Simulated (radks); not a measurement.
These are the eigenvalues of the occupied orbitals of an atom or ion with whole-number occupations (hartree). All-electron calculation, Dirac Kohn-Sham, PBE, spin-unpolarised, spherical densities, point nucleus. Program: a radial shooting solver on a logarithmic mesh with Libxc functionals.

orbital  eigenvalue
1s1/2     -767.6591
2s1/2     -110.4700
2p1/2     -101.9521
2p3/2     -97.60633
3s1/2     -20.17471
3p1/2     -16.90189
3p3/2     -16.17499
3d3/2     -10.38768
3d5/2     -10.24793
4s1/2      -3.80293
4p1/2      -2.84009
4p3/2      -2.72943
4d3/2      -1.29575

Which element is it, and in what charge state? The configuration may be excited. Open shells, if any, fill j = l - 1/2 first.

Answer. Z = 43, technetium, charge +3: Tc3+ in [Kr] 4d4. The list shows which subshells hold electrons but not how many an open one holds; the 1s level, -767.66 hartree, gives Z - s = 39.2 by -(Z - s)^2/2, which with screening and relativity narrows Z to a few neighbours, and the depths of the outer levels then fix element, charge and occupations together.
